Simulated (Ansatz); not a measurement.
The first iterations of a band of FH3OSi2 (7 atoms, charge 0, multiplicity 1).

The calculation used Ansatz, RKS PBE-D4/6-31G*.

```json
{
 "movable images": "9",
 "climbing image": "yes",
 "spring": "5.0 eV/Å²",
 "optimiser": "quadratic models (default)",
 "start path": "through a guess of the saddle point",
 "force threshold": "0.05 eV/Å",
 "iteration limit": "60",
 "end points": "relaxed"
}
```

Initial state:

```xyz
7
Properties=species:S:1:pos:R:3
O -1.620 1.232 -1.514
Si -0.437 1.183 -0.505
Si 0.304 -0.888 0.357
F 1.553 -0.648 1.378
H 0.286 2.426 -0.029
H 0.743 -1.762 -0.780
H -0.828 -1.543 1.092
```

Final state:

```xyz
7
Properties=species:S:1:pos:R:3
O -0.911 1.368 -0.921
Si 0.400 1.545 0.155
Si 0.419 -0.867 0.452
F 1.583 -1.380 1.487
H -1.214 2.229 -1.275
H 0.638 -1.555 -0.875
H -0.915 -1.340 0.977
```

| iteration | highest image above the first end (eV) | largest band force component (eV/Å) |
| --- | --- | --- |
| 1 | 3.800 | 10.696 |
| 2 | 2.620 | 4.006 |
| 3 | 2.440 | 1.484 |
| 4 | 2.171 | 1.569 |
| 5 | 2.181 | 0.677 |
| 6 | 2.147 | 5.316 |
| 7 | 2.061 | 1.023 |
| 8 | 2.080 | 1.868 |
| 9 | 2.124 | 4.043 |

Question: Does the band converge within its limit, and where does its top end?

Answer: It converged. It ended after 28 iterations with the highest image 2.254 eV above the first end. A vibrational analysis at the climbing image gives one clearly imaginary mode, 1353i cm⁻¹: a first-order saddle point. The orbitals stay closed-shell, which can raise the energy where a bond breaks towards radicals; this wasn't checked here.

Run time: 4 min on 1 thread of Intel(R) Xeon(R) 6975P-C (Granite Rapids), with other jobs on the host, peak memory 0.16 GiB.
